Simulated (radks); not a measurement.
All-electron atom: the molybdenum ion Mo4+ in [Kr] 4d2. All-electron calculation, Dirac Kohn-Sham, BLYP, spin-unpolarised, spherical densities, finite nucleus; open shells are shared between the two j in proportion to 2j + 1; Fermi nuclear charge, rms radius 4.4091 fm. Program: a radial shooting solver on a logarithmic mesh with Libxc functionals.

Unscreened Slater integrals over Kohn-Sham orbitals (hartree). Large and small components are both included. Empty in this configuration: 5s1/2.

integral,value
"F0(4d5/2,4d5/2)",0.58957
"F2(4d5/2,4d5/2)",0.30091
"F4(4d5/2,4d5/2)",0.19858
"F0(4d5/2,4d3/2)",0.59155
"F2(4d5/2,4d3/2)",0.30186
"G2(4d5/2,4d3/2)",0.30175
"G4(4d5/2,4d3/2)",0.19913
"F0(4d5/2,4p3/2)",0.65431
"F2(4d5/2,4p3/2)",0.32668
"G1(4d5/2,4p3/2)",0.40915
"G3(4d5/2,4p3/2)",0.25130
"F0(4d5/2,4p1/2)",0.65956
"G3(4d5/2,4p1/2)",0.24889
"F0(4d5/2,5s1/2)",0.41687
"G2(4d5/2,5s1/2)",0.081570
"F0(4d3/2,4d3/2)",0.59356
"F2(4d3/2,4d3/2)",0.30284
"F0(4d3/2,4p3/2)",0.65712
"F2(4d3/2,4p3/2)",0.32882
"G1(4d3/2,4p3/2)",0.41268
"G3(4d3/2,4p3/2)",0.25351
"F0(4d3/2,4p1/2)",0.66245
"G1(4d3/2,4p1/2)",0.40955
"F0(4d3/2,5s1/2)",0.41744
"G2(4d3/2,5s1/2)",0.080264
"F0(4p3/2,4p3/2)",0.74833
"F2(4p3/2,4p3/2)",0.39496
"F0(4p3/2,4p1/2)",0.75660
"G2(4p3/2,4p1/2)",0.39853
"F0(4p3/2,5s1/2)",0.43504
"G1(4p3/2,5s1/2)",0.038835
"F0(4p1/2,4p1/2)",0.76523
"F0(4p1/2,5s1/2)",0.43650
"G1(4p1/2,5s1/2)",0.037563
"F0(5s1/2,5s1/2)",0.35495
